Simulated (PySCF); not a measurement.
# MoC: energy against distance

Set-up: PySCF, scalar-relativistic core potentials, basis sets Mo def2-TZVPP with ECP28, C def2-TZVPP. Energies in eV from Mo (4d5 5s1) + C in their ground configurations at the same level. State: ³Σ⁻ (triplet), unpaired electrons δ ↑↑.

```csv
R (Å),M06
1.421,-3.986
1.487,-4.917
1.553,-5.408
1.602,-5.558
1.652,-5.565
1.702,-5.462
1.768,-5.207
1.850,-4.776
1.949,-4.216
2.082,-3.542
```

Problem. Put a parabola through the three lowest points of the M06 curve and estimate Re, k and ωe (reduced mass 10.69 u; 1 eV/Å² = 0.16022 mdyn/Å; ωe = 1302.8·√(k/μ) cm⁻¹).

Solution. Through R = 1.602, 1.652, 1.702 Å the second-order coefficient is 22.0 eV/Å², so Re ≈ 1.630 Å, k ≈ 7.05 mdyn/Å and ωe ≈ 1058 cm⁻¹. A polynomial fit of higher order to the unrounded M06 energies gives Re = 1.629 Å, k = 8.05 mdyn/Å, ωe = 1131 cm⁻¹; anharmonicity and rounding make the difference.

The higher-order fit for each curve: M06: Re = 1.629 Å, ωe = 1131 cm⁻¹, De = 5.58 eV.

The metal atom is held in its measured ground configuration; semilocal functionals can put another filling of s and d lower by some tenths of an eV, and De to that atom would be smaller. ⟨S²⟩ of the unrestricted solution departs from its pure value on part of the curve, where spin states mix. These are scalar-relativistic numbers at best; spin–orbit coupling would shift them, the dissociation energy most. The state is the lowest single determinant that the PBE0 search found; with open d or f shells the true ground state can be another one.
